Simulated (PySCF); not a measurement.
Positional isomers: benzothiophene cyano+boryl. Isolated molecules, 0 K electronic values unless said otherwise. One relaxed conformer stands for each flexible species; it need not be the lowest. Strings in code marks are SMILES.

The four lowest singlet excitations (Tamm–Dancoff). These are PBE-D3(BJ)/def2-TZVP // r2SCAN-D4/def2-SVP in PySCF 2.14.0 values and carry that method's errors. Excitations are Tamm–Dancoff values on a coarser integration grid. The basis has no diffuse functions, so Rydberg states are missing or too high.

```csv
state,energy (eV),wavelength (nm),oscillator strength
S1,3.28,378,0.034
S2,3.84,323,0.014
S3,4.42,281,0.129
S4,4.47,277,0.100
```

Question: Say which member gives these states.
A) `Bc1c(C#N)sc2ccccc12`
B) `Bc1cc(C#N)c2sccc2c1`
C) `Bc1c(C#N)ccc2sccc12`
D) `Bc1cc(C#N)cc2ccsc12`

Answer: B, `Bc1cc(C#N)c2sccc2c1`
